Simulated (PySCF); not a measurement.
Basis and Hamiltonian dependence of the excitation energy of In

In [Kr] 4d10 5s2 5p1 (2P) → In [Kr] 4d10 5s1 5p2 (4P). Calculated with PySCF 2.14 from differences of total energies of unrestricted determinants, without spin-orbit coupling. Values in eV.

| basis | Hamiltonian | functions | UHF | PBE | PBE0 | MP2 (valence) | CCSD(T) (valence) | CCSD(T) (valence and next inner shell) |
| --- | --- | --- | --- | --- | --- | --- | --- | --- |
| aug-cc-pwCVDZ-PP with ECP28MDF | ECP | 48 | 2.917 | 4.734 | 4.386 | 3.493 | 3.753 | 4.249 |
| Sapporo-DKH3-DZP-2012 | spin-free X2C | 52 | 2.913 | n/a | n/a | n/a | n/a | 4.147 |
| aug-cc-pVTZ-PP with ECP28MDF | ECP | 55 | 2.890 | 4.716 | 4.366 | 3.517 | 3.749 | n/a |
| aug-cc-pVTZ-PP with one added diffuse shell each of d, f type with ECP28MDF | ECP | 67 | 2.890 | 4.716 | 4.366 | 3.517 | 3.749 | n/a |
| aug-cc-pVTZ-DK3 | spin-free X2C | 68 | 2.891 | 4.648 | 4.316 | 3.514 | 3.746 | n/a |
| ANO-RCC-VTZP | spin-free X2C | 68 | 2.898 | 4.654 | 4.323 | 3.488 | 3.737 | 4.305 |
| x2c-TZVPPall with one added diffuse shell each of s, p, d, f type | spin-free X2C | 76 | 2.917 | 4.648 | 4.323 | 3.530 | 3.762 | 4.283 |
| aug-cc-pwCVTZ-PP with ECP28MDF | ECP | 96 | 2.884 | 4.725 | 4.371 | 3.532 | 3.755 | n/a |
| x2c-QZVPPall | spin-free X2C | 112 | 2.888 | 4.656 | 4.322 | 3.547 | 3.758 | n/a |
| aug-cc-pwCVTZ-DK3 with one added diffuse shell each of s, p, d, f type | spin-free X2C | 125 | 2.885 | 4.654 | 4.319 | 3.529 | n/a | n/a |
| x2c-QZVPPall with one added diffuse shell each of s, p, d, f type | spin-free X2C | 128 | 2.889 | 4.656 | 4.322 | 3.548 | n/a | n/a |
| dyall-av2z | non-relativistic | 130 | 2.352 | 4.011 | 3.701 | 2.932 | 3.219 | n/a |
| aug-cc-pV5Z-PP with ECP28MDF | ECP | 139 | 2.883 | 4.722 | 4.369 | 3.570 | n/a | n/a |

Q: Estimate the row for x2c-TZVPPall (spin-free X2C, 60 functions).

A: From the rows with the same Hamiltonian and similar size; the calculation gives UHF 2.91; PBE 4.64; PBE0 4.32; MP2 (valence) 3.52; CCSD(T) (valence) 3.76; CCSD(T) (valence and next inner shell) 4.28 (eV).

Frozen in the all-electron rows: valence and next inner shell: [Ar] 3d10; valence: [Kr] 4d10; with a core potential, the same shells as far as they lie outside it.

Non-relativistic rows lack the scalar-relativistic shift.

Reference for a calculation without spin-orbit coupling: 4.350 eV (measured, between term centres; NIST).
